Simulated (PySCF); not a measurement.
H5PSi, SMILES P[SiH3]. Geometry optimised at PBE0-D3(BJ)/def2-TZVP.

TDA-LC-ωPBE/def2-SVPD run with PySCF puts the lowest singlet excitations at 6.91, 7.25, 7.44, 8.11, 8.13, 8.72 eV.

### Question
What are the lowest excitation roots from ADC(2)/aug-cc-pVDZ (PySCF)? (The exact figures need the calculation; the answer reports its results.)

### Answer
6.43, 6.90, 7.02, 7.62, 7.78, 7.91 eV. S1 differs by -0.48 eV (second minus first; roots are paired by order, and the bases may differ).
